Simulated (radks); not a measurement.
Task: Species: Tc IV. Configuration: [Kr] 4d4. All-electron calculation, Dirac Kohn-Sham, PBE, spin-unpolarised, spherical densities, finite nucleus; open shells are shared between the two j in proportion to 2j + 1; Fermi nuclear charge, rms radius 4.4112 fm. Program: a radial shooting solver on a logarithmic mesh with Libxc functionals. Some entries of the table are withheld. Estimate them.

| orbital | occ. | eigenvalue (eV) | <1/r> (bohr^-1) | <r^2> (bohr^2) |
|---|---|---|---|---|
| 1s1/2 | 2 | -20888.58 | 44.71 | 0.001586 |
| 2s1/2 | 2 | (1) | (2) | 0.02632 |
| 2p1/2 | 2 | -2774.505 | 10.18 | 0.01983 |
| 2p3/2 | 4 | -2656.251 | 9.668 | 0.02119 |
| 3s1/2 | 2 | -549.1750 | 3.508 | (3) |
| 3p1/2 | 2 | (4) | 3.408 | 0.1948 |
| 3p3/2 | 4 | (5) | 3.285 | 0.2048 |
| 3d3/2 | 4 | -282.8709 | 3.102 | 0.1891 |
| 3d5/2 | 6 | -279.0679 | 3.070 | 0.1923 |
| 4s1/2 | 2 | -103.6236 | (6) | 1.251 |
| 4p1/2 | 2 | -77.4156 | 1.188 | 1.480 |
| 4p3/2 | 4 | -74.4011 | 1.153 | 1.553 |
| 4d3/2 | 1.6 | -35.3560 | 0.8732 | 2.685 |
| 4d5/2 | 2.4 | -35.0086 | 0.8653 | 2.728 |

Result: 
(1) 2s1/2 eigenvalue (eV): -3006.199
(2) 2s1/2 <1/r> (bohr^-1): 10.20
(3) 3s1/2 <r^2> (bohr^2): 0.1975
(4) 3p1/2 eigenvalue (eV): -460.1322
(5) 3p3/2 eigenvalue (eV): -440.3521
(6) 4s1/2 <1/r> (bohr^-1): 1.304
